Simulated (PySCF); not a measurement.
A GIAO shielding run with PySCF (density fitting, non-relativistic, gas phase) on 2-Cyanothiophene (N#Cc1cccs1, C₅H₃NS):

```
$ OMP_NUM_THREADS=1 python probes_run.py task.json out

{"job": {"kind": "nmr", "xc": "KT3", "basis": "pcSseg-2", "pop": false}, "charge": 0, "multiplicity": 1}
N      3.381939    -0.556353     0.619586
C      2.269775    -0.312850     0.437107
C      0.910856    -0.009197     0.217052
C     -0.049542    -0.826618    -0.327491
C     -1.307864    -0.198064    -0.398675
C     -1.281333     1.078218     0.090117
S      0.262644     1.525432     0.637464
H      0.160050    -1.834802    -0.656690
H     -2.197842    -0.667188    -0.794560
H     -2.098485     1.780712     0.155169
```

Hardware: 1 thread of an Arm Neoverse V1, shared host. The job also computes ring-centre shieldings.

(1) How large is the calculation?

(2) How long does it take, and how much memory does it need?

(3) And these other runs on the same molecule and hardware: GIAO shielding at B97-2/pcSseg-2; GIAO shielding at PBE0/pcSseg-2; GIAO shielding at wB97X-D/pcSseg-2?

Answers

(1) 56 electrons, 301 basis functions and 833 auxiliary functions.

(2) 62 s of wall time, with 17 SCF cycles; peak memory 1.1 GiB. Times on a shared host scatter by some tens of per cent.

(3) B97-2/pcSseg-2: 301 functions, 51 s; PBE0/pcSseg-2: 301 functions, 51 s; wB97X-D/pcSseg-2: 301 functions, 65 s.
